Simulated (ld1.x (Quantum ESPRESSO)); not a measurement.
**germanium (Ge), TM: configuration errors across variants**

* Element: Ge
* Generator: ld1.x (Quantum ESPRESSO) 7.5
* Type: norm-conserving Troullier–Martins (Kleinman–Bylander form)
* Functional: LDA (PZ)
* Relativity: scalar-relativistic
* Frozen core: [Ar]
* Valence charge: 14
* Reference configuration: 3d10 4s2 4p1.75 (charge +0.25)
* Partial waves: 4s (bound): rc 1.20 bohr; 4p (bound): rc 2.35 bohr; 3d (bound): rc 0.95 bohr
* Local potential: all-electron potential smoothed inside 1.70 bohr (lloc = -1)
* Core correction: none

All-electron excitation energies from the reference (eV): (1) 3d10 4s2 4p2 -1.224; (2) 3d10 4s2 4p1 6.412; (3) 3d10 4s2 4p0 22.128; (4) 3d10 4s1 4p2 15.189; (5) 3d10 4s2 4p2.3 -2.152; (6) 3d9 4s2 4p2 37.722; (7) 3d10 4s2 4p1.75 spin -0.463; (8) 3d10 4s2 4p2 spin -1.787.

Spin tests fill each open shell by Hund’s rule, majority spin first.

1 further variants failed, have other tests or too few solved ones, and are left out.

A true bound ghost makes a file unfit for plane-wave use even where its test errors are small: the radial tests pick states by their node count and pass the ghost by.

Errors AE − PS in meV (a dash: test not solved or not reliable):

```csv
change,(1),(2),(3),(4),(5),(6),(7),(8),bound ghosts
base,+0.2,-0.1,+0.1,+9.2,+0.6,-85,+6.3,+7.5,none
local potential all-electron potential smoothed inside 0.88 bohr (lloc = -1),+0.4,+1.8,-7.3,+27,+1.4,+1014,+6.4,+8.6,s
local potential all-electron potential smoothed inside 1.42 bohr (lloc = -1),+0.3,+0.8,+9.2,+13,+0.7,+594,+7.2,+8.6,none
local potential all-electron potential smoothed inside 1.76 bohr (lloc = -1),+0.2,-0.1,-0.3,+8.9,+0.6,-125,+6.2,–,none
local potential all-electron potential smoothed inside 2.00 bohr (lloc = -1),+0.2,-0.4,-2.5,+7.7,+0.5,-280,+5.9,+7.1,none
local potential all-electron potential smoothed inside 2.18 bohr (lloc = -1),+0.2,-0.7,-4.4,+6.6,+0.5,-387,–,+6.8,none
local potential all-electron potential smoothed inside 2.74 bohr (lloc = -1),0.0,–,–,-1.5,-0.1,-692,–,–,s
```

Task: Give the same row for: local potential all-electron potential smoothed inside 1.16 bohr (lloc = -1).

Result: +0.2, -1.8, -20, +5.4, +0.4, -597, +5.0, +6.1; bound ghosts: s.
